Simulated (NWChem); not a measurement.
1,1,1-trifluoroethane (C2H3F3); SMILES FC(F)(C)F

```xyz
8

C      0.0000     0.0000    -1.4716
C      0.0000     0.0000     0.0272
F     -0.8785    -0.8806     0.5192
F     -0.3234     1.2012     0.5192
F      1.2019    -0.3205     0.5192
H      0.2697    -0.9986    -1.8378
H      0.7300     0.7329    -1.8378
H     -0.9997     0.2658    -1.8378
```
Atoms are numbered in this order, from 1.

Coordinates come from a PBE0/def2-SVP optimisation.

 States above −ε(HOMO) = 11.0 eV lie in this functional's continuum and hang on the basis.

Q: List the 4 lowest vertical singlet excitations from PBE0/6-31+G* (spherical d), TDA (NWChem).

A: 
| state | energy (eV) | oscillator strength | leading excitation (squared amplitude) |
|---|---|---|---|
| S1 | 10.26 | 0.085 | HOMO → LUMO (0.98) |
| S2 | 10.83 | 0.040 | HOMO−1 → LUMO (0.64) |
| S3 | 10.83 | 0.040 | HOMO−2 → LUMO (0.64) |
| S4 | 11.05 | 0.000 | HOMO−3 → LUMO (0.93) |
